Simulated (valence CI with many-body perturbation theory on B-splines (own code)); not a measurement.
The numbers below are computed, except where a source is named.
# Assign the levels of Sc XVI

Method: configuration interaction combined with many-body perturbation theory (CI+MBPT): four valence electrons over a frozen Dirac-Fock core [He], a basis of 11 s, 11 p, 9 d, 7 f, 5 g, 2 h, 1 i functions for each j, with the one-electron correlation potential Σ1, the two-electron term Σ2, the three-electron term Σ3, Breit, model QED; selected CI, second order for the rest (own B-spline code, finite nucleus).

No measured levels were compared; by estimate levels of excited configurations hold to 0.05 to 0.15 % of their energy, terms of the ground configuration to about 0.5 %.

| No. | J | Parity | E (cm⁻¹) | g |
| --- | --- | --- | --- | --- |
| 2 | 1 | even | 22957 | 1.499 |
| 3 | 2 | even | 45034 | 1.460 |
| 4 | 2 | even | 123480 | 1.036 |
| 6 | 2 | odd | 303430 | 1.995 |
| 7 | 2 | odd | 536710 | 1.189 |
| 8 | 1 | odd | 537810 | 0.545 |
| 9 | 3 | odd | 542120 | 1.332 |
| 11 | 1 | odd | 630490 | 1.460 |
| 12 | 2 | odd | 634640 | 1.470 |
| 13 | 1 | odd | 782740 | 1.926 |
| 14 | 2 | odd | 786160 | 1.007 |
| 15 | 1 | odd | 877500 | 1.063 |
| 16 | 2 | even | 1188200 | 1.477 |
| 17 | 1 | even | 1221600 | 1.499 |

Energies count from the lowest level. Strongly mixed levels and levels close to another of their J and parity, and those with J = 0 are left out, so the numbers can have gaps.

Problem. Give configuration and LS term of each level.

Solution. 2: 2s²2p² ³P; 3: 2s²2p² ³P; 4: 2s²2p² ¹D; 6: 2s2p³ ⁵S°; 7: 2s2p³ ³D°; 8: 2s2p³ ³D°; 9: 2s2p³ ³D°; 11: 2s2p³ ³P°; 12: 2s2p³ ³P°; 13: 2s2p³ ³S°; 14: 2s2p³ ¹D°; 15: 2s2p³ ¹P°; 16: 2p⁴ ³P; 17: 2p⁴ ³P.
